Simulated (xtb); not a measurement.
xtb input (GFN2-xTB):

```bash
xtb mol.xyz --gfn 2 --ohess tight --chrg -2 --uhf 0
```
mol.xyz:
```
8

B      0.00625401     0.00900779     0.80763758
H      1.14836895     0.01683452     1.22781214
H     -0.60007750     0.99029501     1.27073661
H     -0.60088758    -0.99214210     1.27450542
B      0.02798245    -0.00145120    -0.80095905
H      0.55803308     1.00391062    -1.21803726
H     -1.17300790     0.01395056    -1.28700673
H      0.58560457    -1.02156750    -1.26944460
```

End of the output:

```
           -------------------------------------------------
          | TOTAL ENERGY               -5.660174601474 Eh   |
          | TOTAL ENTHALPY             -5.611371897990 Eh   |
          | TOTAL FREE ENERGY          -5.638733999067 Eh   |
          | GRADIENT NORM               0.000251766749 Eh/α |
          | HOMO-LUMO GAP              10.117248019284 eV   |
           -------------------------------------------------

------------------------------------------------------------------------
------------------------------------------------------------------------
 total:
 SCF:
 ANC optimizer:
 analytical hessian:
Note: The following floating-point exceptions are signalling: IEEE_DENORMAL
normal termination of xtb
```

It need not be the lowest isomer of its formula.
